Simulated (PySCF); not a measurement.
Structure problem from calculated spectra and properties.

Formula: BBrO.

- Valence photoelectron: vertical ionisation energy: 12.11 eV [ΔSCF B3LYP/def2-SVPD]
- UV, first state: lowest singlet excitation: 7.20 eV (172 nm, f = 0.006 summed over 2 states within 0.01 eV) [TDDFT B3LYP/def2-SVPD]
- Polarisability: 35.8 au [B3LYP/def2-SVPD]
- XPS: B1s 198.8, O1s 538.4 eV [ΔSCF SCAN, pcX-2 on the ionised atom, pcseg-1 elsewhere, spin-free X2C]
- Couplings: largest of the computed one-bond spin–spin couplings (means over like bonds): 17O–11B -16.8 Hz [B3LYP/pcJ-1 (pcSseg-1 on Br)]
- Triplet: lowest triplet excitation (Tamm–Dancoff): 6.77 eV [TDA B3LYP/def2-SVPD]
- Rotational structure: rotational constant B (linear): 3.600 GHz [PBE0-D3(BJ)/def2-SVP]

Electronic properties: PySCF, gas phase, density fitting. Levels stand in brackets. Isolated species at its PBE0-D3(BJ)/def2-SVP geometry, gas phase. The calculation (core ionisation apart) is non-relativistic and has no spin–orbit coupling, an omission that weighs most on bromine.

**Question.** What is the compound? Reason from the data.

**Answer.** Numbering: `[O:1]=[B:2][Br:3]`. The couplings run between: -16.8 Hz, oxygen bonded to B [O1] and boron bonded to Br and O [B2]. The core levels belong to: B1s 198.8 eV, boron bonded to Br and O [B2]; O1s 538.4 eV, oxygen bonded to B [O1]. No core level of Br was computed. The optimised geometry has point group C∞v and is a linear rotor. Structure: bromine oxoborane (`O=BBr`). The assignments are read from this structure; whether some other isomer fits the data as well wasn't checked.
